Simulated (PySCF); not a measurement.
4-sulfanylbutanal (C₄H₈OS), SMILES O=CCCCS. Atoms are numbered in the order given.

```xyz
14

O      3.1138    -0.5076     0.8052
C      2.3907    -0.2696    -0.1390
C      0.8982    -0.5150    -0.1834
C      0.1145     0.7005    -0.7007
C     -1.3759     0.4400    -0.9213
S     -2.1972     0.0353     0.6795
H      2.8131     0.1697    -1.1000
H      0.5608    -0.8400     0.8208
H      0.7357    -1.3713    -0.8802
H      0.5485     1.0349    -1.6691
H      0.2385     1.5516     0.0038
H     -1.8537     1.3409    -1.3556
H     -1.5160    -0.4028    -1.6304
H     -3.4471    -0.1220     0.1631
```
Charge 0, spin multiplicity 1.

The structure is a stationary point at PBE-D3(BJ)/def2-SVP. Other conformers were not sampled.

Two levels are set side by side: PBE/pcSseg-1 (PySCF) and PBE0/pcSseg-1 (PySCF). GIAO shifts against H2O (¹⁷O), H2S (³³S), TMS (¹H), TMS (¹³C) at the same level; non-relativistic, no solvent, atoms listed together averaged. Differences are taken from unrounded values.

```json
[
 {"quantity": "δ(¹⁷O) of O1 (ppm)", "PBE": "719.2"},
 {"quantity": "δ(¹³C) of C2 (ppm)", "PBE": "207.7"},
 {"quantity": "δ(¹³C) of C3 (ppm)", "PBE": "52.7"},
 {"quantity": "δ(¹³C) of C4 (ppm)", "PBE": "30.3"},
 {"quantity": "δ(¹³C) of C5 (ppm)", "PBE": "38.4"},
 {"quantity": "δ(³³S) of S6 (ppm)", "PBE": "138.1"},
 {"quantity": "δ(¹H) of H7 (ppm)", "PBE": "10.48"},
 {"quantity": "δ(¹H) of H14 (ppm)", "PBE": "2.18"}
]
```

**Question.** These are the PBE values. What does PBE0 give? (An estimate is asked for; the answer gives what the named calculation found.)

**Answer.** 
| quantity | PBE0 | PBE minus PBE0 |
|---|---|---|
| δ(¹⁷O) of O1 (ppm) | 729.7 | -10.4 |
| δ(¹³C) of C2 (ppm) | 209.4 | -1.7 |
| δ(¹³C) of C3 (ppm) | 49.9 | 2.8 |
| δ(¹³C) of C4 (ppm) | 28.4 | 1.9 |
| δ(¹³C) of C5 (ppm) | 35.5 | 2.9 |
| δ(³³S) of S6 (ppm) | 122.5 | 15.6 |
| δ(¹H) of H7 (ppm) | 10.20 | 0.28 |
| δ(¹H) of H14 (ppm) | 2.29 | -0.11 |

Rough cost on one machine, each run with all the roots and properties that it gave: PBE0 against PBE within a factor of 2.
